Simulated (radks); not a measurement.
The numbers below are computed, except where a source is named.
Species: Rb3+. Configuration: [Ar] 3d9 4s2 4p4 4f1 (not the ground configuration).

Code: a radial shooting solver on a logarithmic mesh with Libxc functionals. Model: scalar-relativistic Kohn-Sham, MS2 meta-GGA, spin-polarised, spherical densities, finite nucleus; open shells are filled with parallel spins first (spin-orbit coupling, left out, can overturn this in heavy ions); meta-GGA in the generalised Kohn-Sham scheme; Fermi nuclear charge, rms radius 4.2036 fm.

Energy parts (eV):
part                       energy
total                  -80911.939
kinetic                 82878.570
electron-nucleus      -193115.885
Hartree                 32004.037
exchange-correlation    -2678.662

Orbitals (lengths in bohr, moments of r in powers of bohr):
| orbital | occ. | eigenvalue (eV) | <r> |
|---|---|---|---|
| 1s up | 1 | -15121.57 | 0.04027 |
| 1s down | 1 | -15121.26 | 0.04027 |
| 2s up | 1 | -2084.373 | 0.1775 |
| 2s down | 1 | -2083.420 | 0.1774 |
| 2p up | 3 | -1851.180 | 0.1551 |
| 2p down | 3 | -1850.149 | 0.1550 |
| 3s up | 1 | -364.0981 | 0.5036 |
| 3s down | 1 | -361.7370 | 0.5044 |
| 3p up | 3 | -288.3661 | 0.5108 |
| 3p down | 3 | -285.9263 | 0.5116 |
| 3d up | 5 | -165.2859 | 0.5093 |
| 3d down | 4 | -162.6811 | 0.5102 |
| 4s up | 1 | -76.8234 | 1.330 |
| 4s down | 1 | -73.1977 | 1.333 |
| 4p up | 3 | -57.6223 | 1.469 |
| 4p down | 1 | -54.1995 | 1.480 |
| 4f up | 1 | -12.3225 | 3.808 |

The highest occupied level is 4f up at -12.322 eV. Summed over all electrons, <r^2> = 35.96 bohr^2, which gives a Langevin (diamagnetic) susceptibility term of -28.5 x 10^-6 cm^3/mol. The spin density at the nucleus is -0.678 e/bohr^3 (1s -0.595, 2s -2.411, 3s 2.711, 4s -0.383). Spin moment in Bohr magnetons: 4.

Run on one thread of a shared host, so times are rough (Arm Neoverse N1): 0.18 s of CPU time, 0.18 s wall, 10 iterations on 2189 mesh points.
